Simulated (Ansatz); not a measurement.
Relaxation of H6O4STi (12 atoms, charge 0, multiplicity 1), to a largest force component of 0.03 eV/Å in at most 50 steps.

All numbers below come from RKS B3LYP/def2-SVP (Ansatz).

```xyz
12
Properties=species:S:1:pos:R:3
Ti 0.506 0.359 -0.264
O -0.937 -0.119 2.466
H -1.616 0.402 1.998
O 1.358 0.201 -1.822
H 1.922 -0.509 -2.158
O -1.146 1.036 -0.411
H -1.860 0.983 -1.070
O 0.497 -1.236 0.500
H -0.093 -1.216 1.297
S 1.663 1.765 1.286
H 2.557 0.791 1.589
H -0.217 0.546 2.602
```

Problem. Where does it end, and by what steps?

Solution. The run converged. After 11 steps the energy has fallen by 0.071 eV; H7 moved furthest, 0.42 Å.

```csv
step,energy less start (eV),largest force component (eV/Å),accepted
0,0.0000,0.577,yes
1,-0.0132,0.693,yes
2,0.0071,1.472,no
3,-0.0479,0.248,yes
4,-0.0582,0.297,yes
5,-0.0604,0.565,yes
6,-0.0519,0.367,no
7,-0.0682,0.243,yes
8,-0.0677,0.235,no
9,-0.0703,0.042,yes
10,-0.0694,0.094,no
11,-0.0708,0.013,yes
```

```xyz
12
Properties=species:S:1:pos:R:3
Ti 0.544 0.271 -0.226
O -1.057 -0.151 2.462
H -1.597 0.275 1.774
O 1.311 0.149 -1.829
H 1.805 -0.547 -2.280
O -1.145 0.904 -0.280
H -1.629 1.329 -1.000
O 0.576 -1.281 0.618
H -0.021 -1.244 1.409
S 1.623 1.815 1.201
H 2.625 0.949 1.493
H -0.399 0.535 2.671
```

Whether the end is a true minimum wasn't checked by a vibrational analysis.

Run time: 23 s on 4 threads of Intel(R) Xeon(R) 6975P-C (Granite Rapids), with other jobs on the host, peak memory 0.44 GiB.
